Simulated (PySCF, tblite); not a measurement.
Isomers of C6H10OSi2, one GFN2-xTB conformer each. Single-point energies are computed at PBE0/pcSseg-1 (PySCF, gas phase, no added dispersion term), electronic only.

| SMILES | GFN2-xTB relative energy (kJ/mol) |
| --- | --- |
| O=C1C=C(/C([SiH3])=C\[SiH3])C1 | 126.3 |
| [SiH3]OC1=C[C@@]2([SiH3])C=C[C@@H]12 | 0.0 |

Conformers: `[O:1]=[C:2]1[CH:3]=[C:4](/[C:5]([SiH3:6])=[CH:7]\[SiH3:8])[CH2:9]1` with C3–C4–C5–Si6 -145°; `[SiH3:1][O:2][C:3]1=[CH:4][C@@:5]2([SiH3:6])[CH:7]=[CH:8][C@@H:9]12` with Si1–O2–C3–C4 -176°.

What does PBE0/pcSseg-1 give for the same structures?

```tsv
SMILES	PBE0/pcSseg-1 E (Eh)	PBE0/pcSseg-1 (kJ/mol)	GFN2-xTB (kJ/mol)	point group
O=C1C=C(/C([SiH3])=C\[SiH3])C1	-888.11172	0.0	126.3	C1
[SiH3]OC1=C[C@@]2([SiH3])C=C[C@@H]12	-888.09228	51.0	0.0	C1
```

GFN2-xTB puts [SiH3]OC1=C[C@@]2([SiH3])C=C[C@@H]12 lowest instead. As drawn, the lower has a C=O bond, which the higher lacks; the higher has an Si–O bond, which the lower lacks.

Which frontier levels, dipoles and rotational constants go with these structures?

| SMILES | HOMO (eV, PBE0/pcSseg-1) | LUMO (eV) | dipole (D) | A, B, C (MHz) |
| --- | --- | --- | --- | --- |
| O=C1C=C(/C([SiH3])=C\[SiH3])C1 | -7.28 | -2.41 | 3.94 | 1243, 880.7, 535.8 |
| [SiH3]OC1=C[C@@]2([SiH3])C=C[C@@H]12 | -6.44 | -0.33 | 1.27 | 2700, 653.9, 599.8 |

What happens when harmonic zero-point energies from GFN2-xTB frequencies are added?

```csv
SMILES,ZPE (kJ/mol),electronic (kJ/mol),with ZPE (kJ/mol)
O=C1C=C(/C([SiH3])=C\[SiH3])C1,333.1,0.0,0.0
[SiH3]OC1=C[C@@]2([SiH3])C=C[C@@H]12,337.1,51.0,55.1
```

The zero-point energies span 4.0 kJ/mol. The order is unchanged.
